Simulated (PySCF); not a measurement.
# A survey of 17O NMR shifts

PySCF 2.14.0 with density-fitted response routines calculation with NMR shieldings at PBE0/pcSseg-1/GIAO and GFN2-xTB geometry; in vacuum, non-relativistic Hamiltonian, a single conformation, fast rotation and ring inversion assumed for equivalent nuclei.

Shieldings were converted by a linear fit to measured shifts: 17O: δ = 266.70 − 0.911σ (rms 10.7 ppm, 155 shifts, 12.2 ppm with the 3 outliers that the fit left out vs liquid water, solution or neat liquid). A few per cent of atoms miss by over 2 rms, more outside the fitted compound classes.

Task: Give the 17O shifts of `C=C(C(=O)OC)C(Cl)Cl`, `O=C1C[C@@H](Cl)[C@@H](Cl)CO1`, `CCc1nnc(C(C)=O)s1`, `CC(=O)c1ccc(C(=O)F)o1`, `N[SiH2][SiH2]O[C@@H]1CCC(=O)C1`, `COc1oc(C(=O)Cl)cc1C`.

Result: 
```tsv
compound	environment	δ (ppm)
[CH2:1]=[C:2]([C:3](=[O:4])[O:5][CH3:6])[CH:7]([Cl:8])[Cl:9]	O4: ester carbonyl oxygen	345.7
[CH2:1]=[C:2]([C:3](=[O:4])[O:5][CH3:6])[CH:7]([Cl:8])[Cl:9]	O5: ester alkoxy oxygen	118.0
[O:1]=[C:2]1[CH2:3][C@@H:4]([Cl:5])[C@@H:6]([Cl:7])[CH2:8][O:9]1	O1: ester carbonyl oxygen	386.6
[O:1]=[C:2]1[CH2:3][C@@H:4]([Cl:5])[C@@H:6]([Cl:7])[CH2:8][O:9]1	O9: ester alkoxy oxygen	136.1
CCc1nnc(C(C)=O)s1	ketone oxygen	571.5
[CH3:1][C:2](=[O:3])[c:4]1[cH:5][cH:6][c:7]([C:8](=[O:9])[F:10])[o:11]1	O3: ketone oxygen	550.2
[CH3:1][C:2](=[O:3])[c:4]1[cH:5][cH:6][c:7]([C:8](=[O:9])[F:10])[o:11]1	O9: carbonyl oxygen	348.9
[CH3:1][C:2](=[O:3])[c:4]1[cH:5][cH:6][c:7]([C:8](=[O:9])[F:10])[o:11]1	O11: aromatic ring oxygen	239.2
[NH2:1][SiH2:2][SiH2:3][O:4][C@@H:5]1[CH2:6][CH2:7][C:8](=[O:9])[CH2:10]1	O9: ketone oxygen	573.1
[NH2:1][SiH2:2][SiH2:3][O:4][C@@H:5]1[CH2:6][CH2:7][C:8](=[O:9])[CH2:10]1	O4: oxygen bonded to C, Si	-4.9
[CH3:1][O:2][c:3]1[o:4][c:5]([C:6](=[O:7])[Cl:8])[cH:9][c:10]1[CH3:11]	O7: carbonyl oxygen	415.2
[CH3:1][O:2][c:3]1[o:4][c:5]([C:6](=[O:7])[Cl:8])[cH:9][c:10]1[CH3:11]	O4: aromatic ring oxygen	221.7
[CH3:1][O:2][c:3]1[o:4][c:5]([C:6](=[O:7])[Cl:8])[cH:9][c:10]1[CH3:11]	O2: ether oxygen	60.2
```
